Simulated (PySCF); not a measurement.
Pt⁺: excitation energy

Pt⁺ [Xe] 4f14 5d9 (2D) → Pt⁺ [Xe] 4f14 5d8 6s1 (4F), as a difference of total energies. All numbers are calculated (PySCF 2.14, the spin-free X2C one-electron Hamiltonian (Gaussian nucleus), in ANO-RCC-VTZP). Correlated levels: valence: [Xe] 4f14 frozen; valence and next inner shell: [Kr] 4d10 4f14 frozen. The calculations carry no spin-orbit coupling.

| method | excitation energy (eV) |
| --- | --- |
| UHF | 0.293 |
| LDA | 0.859 |
| PBE | 0.709 |
| PBE0 | 0.733 |
| MP2 (valence) | 0.898 |
| SCS-MP2 (valence) | 1.056 |
| MP2 (valence and next inner shell) | 0.810 |
| SCS-MP2 (valence and next inner shell) | 0.899 |

How much does correlation contribute at MP2 (valence and next inner shell)?

0.810 − (0.293) = 0.517 eV, measured against UHF.

A first-order spin-orbit estimate (lowest level to lowest level, LS coupling) adds -0.311 eV.

The basis was made for the ground configuration and has no added diffuse functions, so the excitation energy can come out too high.
